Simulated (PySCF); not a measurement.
Compound: C3H2F2Se2.
Structure used (BHandHLYP/def2-SVP), in Å, numbered top down from 1:
```
atom  x, y, z in Å
F1    -1.639   -1.145   -0.088
C2    -1.255    0.137   -0.002
F3    -1.810    0.676    1.096
C4     0.230    0.214    0.081
C5     1.137   -0.693   -0.285
Se6    2.822    0.108    0.028
Se7    1.203    1.726    0.702
H8    -1.657    0.669   -0.870
H9     0.982   -1.688   -0.684
```

Computed, not measured: PySCF, BHandHLYP/def2-SVP geometry optimisation, gas phase.

Take the most abundant isotopes and a rigid rotor. The values belong to one conformer with, in the numbering `[F:1][CH:2]([F:3])[c:4]1[cH:5][se:6][se:7]1`, F1–C2–C4–C5 21°.

(1) What are A, B and C (GHz)?

(2) What kind of rotor is it?

(3) What does the inertial defect say?

(4) Give the other two planar moments, Paa and Pbb, and the rms extents of the mass along the axes.

(5) Which lines would a microwave search look for?

Answers

(1) Ia = 242.88, Ib = 639.41, Ic = 866.87 u·Å²; 505379 MHz·u·Å²/I gives 2081, 790.4 and 583.0 MHz, that is A = 2.0808, B = 0.7904, C = 0.5830 GHz.

(2) An asymmetric top; Ray's κ = -0.723.

(3) Not planar: Δ = Ic − Ia − Ib = -15.42 u·Å². For a rigid frame Δ = −2 Σ m c², so Σ m c² = 7.71 u·Å² lies off the ab plane: 1.95 from hydrogen and 5.76 from heavier atoms. The atom farthest from that plane is 1.39 Å away.

(4) Paa = Σ m a² = (Ib + Ic − Ia)/2 = 631.70 and Pbb = Σ m b² = (Ia + Ic − Ib)/2 = 235.17 u·Å². With the mass M = 235.85 u, the rms extents √(P/M) along a, b and c are 1.64, 1.00, 0.18 Å.

(5) The dipole components are |μa| = 0.98 D, |μb| = 0.44 D, |μc| = 1.32 D. Intensities carry the squares of the components, which stand as 0.56 : 0.11 : 1.00 (a : b : c). Some lines, for components of 0.1 D or more:

| type | branch | J(Ka,Kc) | MHz | lower level (cm⁻¹) |
| --- | --- | --- | --- | --- |
| b | R | 3(1,2) ← 2(2,1) | 545 | 0.323 |
| a | R | 1(0,1) ← 0(0,0) | 1373 | 0.000 |
| b | R | 2(0,2) ← 1(1,1) | 1433 | 0.089 |
| b | R | 4(0,4) ← 3(1,3) | 4407 | 0.300 |
| b | Q | 5(3,2) ← 5(2,3) | 6481 | 0.895 |
| c | Q | 4(3,2) ← 4(2,2) | 6715 | 0.654 |
| b | Q | 3(3,0) ← 3(2,1) | 6872 | 0.465 |
| b | R | 5(1,5) ← 4(0,4) | 6893 | 0.447 |
| b | Q | 4(3,2) ← 4(2,3) | 7044 | 0.644 |
| c | Q | 5(4,2) ← 5(3,2) | 9664 | 1.111 |
| b | R | 5(3,2) ← 4(2,3) | 14019 | 0.644 |
| b | R | 4(4,0) ← 3(3,1) | 15257 | 0.694 |

BHandHLYP/def2-SVP frequencies: not computed here. Constants of a rigid frame at the computed geometry: no zero-point averaging, no centrifugal distortion.
